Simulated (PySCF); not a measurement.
**`C#C[C@@]1(F)[SiH2]C[C@H]1C`, C$_{6}$H$_{9}$FSi**

Geometry:
```tsv
atom	x (Å)	y (Å)	z (Å)
C1	2.372	-1.529	0.120
C2	1.542	-0.722	0.428
C3	0.577	0.272	0.809
F4	0.613	0.434	2.200
Si5	0.630	1.931	-0.213
C6	-0.937	1.034	-0.833
C7	-0.871	0.004	0.318
C8	-1.182	-1.426	-0.086
H9	3.089	-2.243	-0.157
H10	0.404	3.094	0.637
H11	1.756	2.075	-1.129
H12	-0.800	0.546	-1.797
H13	-1.876	1.581	-0.876
H14	-1.541	0.306	1.127
H15	-1.077	-2.094	0.766
H16	-0.503	-1.758	-0.868
H17	-2.203	-1.493	-0.458
```

Method: TDDFT wB97X-D/def2-SVPD circular dichroism and optical rotation, one conformer, gas phase in PySCF 2.14.0. Geometry: GFN2-xTB.

**Question.** Draw the ECD and absorption spectra from the lowest 12 states, each a Gaussian of half-width 0.25 eV at 1/e height.

**Answer.** 
```tsv
E (eV)	λ (nm)	Δε (L mol⁻¹ cm⁻¹)	ε (L mol⁻¹ cm⁻¹)
5.08	244	-0.16	11.5
5.23	237	-1.23	88.6
5.38	230	-4.61	332
5.53	224	-8.40	604
5.68	218	-7.45	536
5.83	213	-3.20	234
5.98	207	-0.41	94.9
6.13	202	+2.07	364
6.28	197	+8.86	1410
6.43	193	+21.67	3040
6.58	188	+35.05	4120
6.73	184	+34.90	3890
6.88	180	+10.51	2760
7.03	176	-23.74	2430
7.18	173	-42.32	3790
7.33	169	-26.62	5530
7.48	166	+4.20	5990
7.63	162	+16.00	7090
7.78	159	+14.71	12100
7.93	156	+11.97	16800
```
Δε uses R in velocity form, ε uses f in length form. Only the states computed contribute, so the short-wavelength end is incomplete.
